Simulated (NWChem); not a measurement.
Program: NWChem. System: HFSSi, charge 1, spin multiplicity 2, at the geometry of a parent with another charge or spin, in a state set for the comparison that need not be this species' ground state. Its SCF solution wasn't tested for a lower state. Level: ROCCSD(T)/aug-pcseg-1, 11 core orbitals frozen.

The NWChem input:

```
start mol
memory heap 100 mb stack 700 mb global 1900 mb
charge 1
geometry units angstroms nocenter noautoz
  Si    -0.806443    -0.474502     0.000000
  F      0.325057    -1.679483     0.000000
  S      0.553601     1.228405     0.000000
  H     -0.492936     2.103882     0.000000
  symmetry group Cs
end
basis spherical
  * library aug-pcseg-1
end
scf
  rohf
  nopen 1
  maxiter 100
  thresh 1e-7
  semidirect memsize 60000000 filesize 0
  # guess.movecs holds the orbitals of an unrestricted PBE0 run
  vectors input guess.movecs swap 19 20 output mol.movecs
end
tce
  freeze core 11
  ccsd(t)
  2eorb
  2emet 13
  thresh 1e-6
  maxiter 100
  tilesize 24
end
task tce energy
```

NWChem printed:

```
             Northwest Computational Chemistry Package (NWChem) 7.3.0
             --------------------------------------------------------

                                NWChem Input Module
                                -------------------

 Scaling coordinates for geometry "geometry" by  1.889725989
 (inverse scale =  0.529177249)

 Turning off AUTOSYM since
 SYMMETRY directive was detected!

                             Geometry "geometry" -> ""
                             -------------------------

 Output coordinates in angstroms (scale by  1.889725989 to convert to a.u.)

  No.       Tag          Charge          X              Y              Z
 ---- ---------------- ---------- -------------- -------------- --------------
    1 Si                  14.0000    -0.80644300    -0.47450200     0.00000000
    2 F                    9.0000     0.32505700    -1.67948300     0.00000000
    3 S                   16.0000     0.55360100     1.22840500     0.00000000
    4 H                    1.0000    -0.49293600     2.10388200     0.00000000

 Effective nuclear repulsion energy (a.u.)     131.1402982768

            Nuclear Dipole moment (a.u.)
            ----------------------------
        X                 Y               Z
 ---------------- ---------------- ----------------
    -0.0000170075    -0.0000245664     0.0000000000

      Symmetry information
      --------------------

 Group name             Cs
 Group number              2
 Group order               2
 No. of unique centers     4

      Symmetry unique atoms

     1    2    3    4


 Summary of "ao basis" -> "" (spherical)
 ------------------------------------------------------------------------------
       Tag                 Description            Shells   Functions and Types
 ---------------- ------------------------------  ------  ---------------------
 *                        aug-pcseg-1                 on all atoms

 Summary of "ao basis" -> "ao basis" (spherical)
 ------------------------------------------------------------------------------
       Tag                 Description            Shells   Functions and Types
 ---------------- ------------------------------  ------  ---------------------
 Si                       aug-pcseg-1               11       27   5s4p2d
 F                        aug-pcseg-1                9       23   4s3p2d
 S                        aug-pcseg-1               11       27   5s4p2d
 H                        aug-pcseg-1                5        9   3s2p

                                 NWChem SCF Module
                                 -----------------

  ao basis        = "ao basis"
  functions       =    86
  atoms           =     4
  closed shells   =    19
  open shells     =     1
  charge          =   1.00
  wavefunction    = ROHF
  use symmetry    = T
  symmetry adapt  = T

 Summary of "ao basis" -> "ao basis" (spherical)
 ------------------------------------------------------------------------------
       Tag                 Description            Shells   Functions and Types
 ---------------- ------------------------------  ------  ---------------------
 Si                       aug-pcseg-1               11       27   5s4p2d
 F                        aug-pcseg-1                9       23   4s3p2d
 S                        aug-pcseg-1               11       27   5s4p2d
 H                        aug-pcseg-1                5        9   3s2p

      Symmetry analysis of basis
      --------------------------

        a'         61
        a"         25

 Forming initial guess at       0.0s

 Swapping ROHF orbitals    19   20

      Symmetry analysis of molecular orbitals - initial
      -------------------------------------------------

  Numbering of irreducible representations:

     1 a'          2 a"

  Orbital symmetries:

     1 a'          2 a'          3 a'          4 a'          5 a"
     6 a'          7 a'          8 a'          9 a"         10 a'
    11 a'         12 a'         13 a'         14 a'         15 a'
    16 a'         17 a"         18 a'         19 a'         20 a"
    21 a"         22 a'         23 a'         24 a'         25 a'
    26 a"         27 a'         28 a"         29 a'         30 a'

 Starting SCF solution at       0.0s

 ----------------------------------------------
         Quadratically convergent ROHF

 Convergence threshold     :          1.000E-07
 Maximum no. of iterations :          100
 Final Fock-matrix accuracy:          1.000E-09
 ----------------------------------------------

              iter       energy          gnorm     gmax       time
             ----- ------------------- --------- --------- --------
                 1     -786.0500667186  7.01D-01  2.48D-01      0.8
                 2     -786.0997950893  4.25D-01  1.62D-01      0.9
                 3     -786.1101660451  1.23D-01  3.24D-02      1.0
                 4     -786.1113019553  1.00D-02  2.88D-03      1.2
                 5     -786.1113226432  5.84D-05  1.36D-05      1.6
                 6     -786.1113226437  4.76D-09  1.30D-09      2.1

       Final ROHF results
       ------------------

         Total SCF energy =   -786.111322643736
      One-electron energy =  -1341.479177339173
      Two-electron energy =    424.227556418592
 Nuclear repulsion energy =    131.140298276845

        Time for solution =      2.0s

       Symmetry analysis of molecular orbitals - final
       -----------------------------------------------

  Numbering of irreducible representations:

     1 a'          2 a"

  Orbital symmetries:

     1 a'          2 a'          3 a'          4 a'          5 a"
[...]
              MO Center= -8.6D-01, -1.1D-01,  7.1D-16, r^2= 2.8D+00
   Bfn.  Coefficient  Atom+Function         Bfn.  Coefficient  Atom+Function
  ----- ------------  ---------------      ----- ------------  ---------------
     4      0.706050  1 Si s                  3      0.522994  1 Si s
     9     -0.392258  1 Si px                59      0.318755  3 S  px
     2     -0.316933  1 Si s                 60      0.305608  3 S  py
    63      0.260841  3 S  py                55     -0.212969  3 S  s
    62      0.187014  3 S  px                32      0.173721  2 F  px

 Vector   20  Occ=1.000000D+00  E=-5.263101D-01  Symmetry=a"
              MO Center=  4.6D-01,  1.2D+00,  1.9D-15, r^2= 1.4D+00
   Bfn.  Coefficient  Atom+Function         Bfn.  Coefficient  Atom+Function
  ----- ------------  ---------------      ----- ------------  ---------------
    61      0.802138  3 S  pz                64      0.372336  3 S  pz
    58     -0.287780  3 S  pz

 Vector   21  Occ=0.000000D+00  E=-1.838855D-01  Symmetry=a"
              MO Center= -8.2D-01, -2.6D-01, -1.6D-14, r^2= 3.5D+00
   Bfn.  Coefficient  Atom+Function         Bfn.  Coefficient  Atom+Function
  ----- ------------  ---------------      ----- ------------  ---------------
    11      0.615901  1 Si pz                14      0.586976  1 Si pz
     8     -0.208777  1 Si pz                61     -0.198799  3 S  pz
    64     -0.190250  3 S  pz                34     -0.150185  2 F  pz

 Vector   22  Occ=0.000000D+00  E=-1.213663D-01  Symmetry=a'
              MO Center= -5.8D-01,  2.0D+00,  4.3D-14, r^2= 7.9D+00
   Bfn.  Coefficient  Atom+Function         Bfn.  Coefficient  Atom+Function
  ----- ------------  ---------------      ----- ------------  ---------------
    80      1.379343  4 H  s                 79      0.846668  4 H  s
    55     -0.708701  3 S  s                 54     -0.555187  3 S  s
    63     -0.411190  3 S  py                62      0.400342  3 S  px
    66     -0.313333  3 S  py                 4     -0.274521  1 Si s
    60     -0.223892  3 S  py                65      0.195898  3 S  px

 Vector   23  Occ=0.000000D+00  E=-1.053699D-01  Symmetry=a'
              MO Center= -6.2D-01, -3.6D-01,  2.1D-13, r^2= 7.7D+00
   Bfn.  Coefficient  Atom+Function         Bfn.  Coefficient  Atom+Function
  ----- ------------  ---------------      ----- ------------  ---------------
    13      0.759905  1 Si py                79     -0.605933  4 H  s
    80     -0.533511  4 H  s                 10      0.462597  1 Si py
    16      0.437175  1 Si py                 5      0.434498  1 Si s
    63      0.433724  3 S  py                66      0.405479  3 S  py
    31      0.264646  2 F  s                 12      0.186516  1 Si px

 center of mass
 --------------
 x =   0.01930349 y =  -0.08951926 z =   0.00000000

 moments of inertia (a.u.)
 ------------------
         401.437125724364         -75.241781565671           0.000000000000
         -75.241781565671         107.979591931938           0.000000000000
           0.000000000000           0.000000000000         509.416717656302

  Mulliken analysis of the total density
  --------------------------------------

    Atom       Charge   Shell Charges
 -----------   ------   -------------------------------------------------------
    1 Si  14    12.92   2.00  2.00  1.17  0.79  0.06  5.99  0.95 -0.16 -0.00  0.14 -0.03
    2 F    9     9.51   2.00  0.94  1.03 -0.09  3.40  2.18  0.03  0.01  0.02
    3 S   16    16.12   2.00  2.00  1.23  0.79 -0.03  5.99  3.00  1.03  0.02  0.06  0.03
    4 H    1     0.45   0.67 -0.11 -0.04  0.02 -0.08

 Mulliken analysis of the open-shell density
 -------------------------------------------

    Atom       Charge   Shell Charges
 -----------   ------   -------------------------------------------------------
    1 Si  14    -0.02   0.00  0.00  0.00  0.00 -0.00  0.00  0.02 -0.02  0.00  0.01 -0.02
    2 F    9     0.00   0.00  0.00  0.00 -0.00  0.00  0.00  0.00 -0.00 -0.00
    3 S   16     1.03   0.00  0.00  0.00  0.00 -0.00  0.00  0.73  0.29  0.00  0.00  0.01
    4 H    1    -0.02   0.00  0.00 -0.00  0.00 -0.02

       Multipole analysis of the density wrt the origin
       ------------------------------------------------

     L   x y z        total         open         nuclear
     -   - - -        -----         ----         -------
     0   0 0 0      1.000000     -1.000000     40.000000

     1   1 0 0     -0.522143     -0.866837     -0.000017
     1   0 1 0      1.760527     -2.188917     -0.000025
     1   0 0 1      0.000000     -0.000000      0.000000

     2   2 0 0    -20.352231     -1.750505     54.288869
     2   1 1 0      1.262943     -1.981574     36.737448
     2   1 0 1      0.000000     -0.000000      0.000000
     2   0 2 0    -15.993420     -5.896762    203.936624
     2   0 1 1     -0.000000      0.000000      0.000000
     2   0 0 2    -18.522393     -2.820956      0.000000

                   NWChem Extensible Many-Electron Theory Module
                   ---------------------------------------------


            General Information
            -------------------
      Number of processors :     1
         Wavefunction type : Restricted open-shell Hartree-Fock
          No. of electrons :    39
           Alpha electrons :    20
            Beta electrons :    19
           No. of orbitals :   172
            Alpha orbitals :    86
             Beta orbitals :    86
        Alpha frozen cores :    11
         Beta frozen cores :    11
     Alpha frozen virtuals :     0
      Beta frozen virtuals :     0
         Spin multiplicity : doublet
    Number of AO functions :    86
       Number of AO shells :    36
        Use of symmetry is : on
      Symmetry adaption is : on
         Schwarz screening : 0.10D-09

          Correlation Information
          -----------------------
          Calculation type : Coupled-cluster singles & doubles w/ perturbation
   Perturbative correction : (T)
            Max iterations :      100
        Residual threshold : 0.10D-05
     T(0) DIIS level shift : 0.00D+00
     L(0) DIIS level shift : 0.00D+00
     T(1) DIIS level shift : 0.00D+00
     L(1) DIIS level shift : 0.00D+00
     T(R) DIIS level shift : 0.00D+00
     T(I) DIIS level shift : 0.00D+00
   CC-T/L Amplitude update :  5-th order DIIS
                I/O scheme : Global Array Library
        L-threshold :  0.10D-05
        EOM-threshold :  0.10D-05
 no EOMCCSD initial starts read in
 TCE RESTART OPTIONS
 SLICE:      F
 D4D5:       F
 quantumc:   F
 qrotation:  F
 pwtce:      F
 qducc:      F
 nacto:                         0
 nrotv:                         0
 nrot:                          0

            Memory Information
            ------------------
          Available GA space size is     249022008 doubles
          Available MA space size is     104851500 doubles

 Maximum block size supplied by input
 Maximum block size        24 doubles

 tile_dim =     23

 -------------------------------------------------
   1    alpha     a'     7 doubles       0       1
   2    alpha     a"     1 doubles       7       2
   3    alpha     a"     1 doubles       8       3
   4    beta      a'     7 doubles       9       4
   5    beta      a"     1 doubles      16       5
   6    alpha     a'    22 doubles      17       6
   7    alpha     a'    23 doubles      39       7
   8    alpha     a"    21 doubles      62       8
   9    beta      a'    22 doubles      83       9
  10    beta      a'    23 doubles     105      10
  11    beta      a"     1 doubles     128      11
  12    beta      a"    21 doubles     129      12

 Global array virtual files algorithm will be used

 Parallel file system coherency ......... OK

 4-electron integrals stored in orbital form

 v2    file size   =          4265290
 4-index algorithm nr.  13 is used
 imaxsize =       30
 imaxsize ichop =        0


CCSD iterations
 ---------------------------------------------------------
 Iter          Residuum       Correlation     Cpu    Wall
 ---------------------------------------------------------
    1   0.1611693663019  -0.3858122791456     0.8     0.8
    2   0.0459569174050  -0.4009780893884     0.8     0.8
    3   0.0215601023278  -0.4096327886970     0.8     0.8
    4   0.0160627188390  -0.4116412647048     0.8     0.8
    5   0.0189839566330  -0.4125667102959     1.0     1.0
    6   0.0029996566853  -0.4133744871295     0.8     0.8
    7   0.0014231962764  -0.4133596616595     0.8     0.8
    8   0.0009114946881  -0.4133263730560     0.8     0.8
    9   0.0005134166770  -0.4133815602913     0.8     0.8
   10   0.0003965852424  -0.4133809981403     0.9     0.9
   11   0.0001143144040  -0.4134098024748     0.8     0.8
   12   0.0000592230669  -0.4134121171031     0.8     0.8
   13   0.0000726085403  -0.4134131278551     0.8     0.8
   14   0.0000727436617  -0.4134147407663     0.7     0.7
   15   0.0001003620568  -0.4134137097525     0.8     0.8
   16   0.0000062463094  -0.4134152118271     0.8     0.8
   17   0.0000035175767  -0.4134147021855     0.8     0.8
   18   0.0000021100562  -0.4134146872212     0.8     0.8
   19   0.0000019782552  -0.4134146860258     0.8     0.8
   20   0.0000014903891  -0.4134147119763     0.8     0.8
   21   0.0000003976209  -0.4134147199435     0.8     0.8
 -----------------------------------------------------------------
 Iterations converged
 CCSD correlation energy / hartree =        -0.413414719943547
 CCSD total energy / hartree       =      -786.524737363679378

 Singles contributions

 Doubles contributions
    21a"  (alpha)    21a"  (beta ) ---    19a'  (alpha)    19a'  (beta )       -0.1004178185
 CCSD(T)
 Using plain CCSD(T) code
             total no. of tasks          366
 total no. of tasks / no. procs          366
                         wl_min            1           1.0
                         wl_max      4173281          12.7
        thresh for no. of tasks          366

 CCSD[T]  correction energy / hartree =        -0.013304154873861
 CCSD[T] correlation energy / hartree =        -0.426718874817408
 CCSD[T] total energy / hartree       =      -786.538041518553200
 CCSD(T)  correction energy / hartree =        -0.011656609879881
 CCSD(T) correlation energy / hartree =        -0.425071329823428
 CCSD(T) total energy / hartree       =      -786.536393973559257

 Task  times  cpu:       52.5s     wall:       52.5s

 Total times  cpu:       52.5s     wall:       52.5s
```
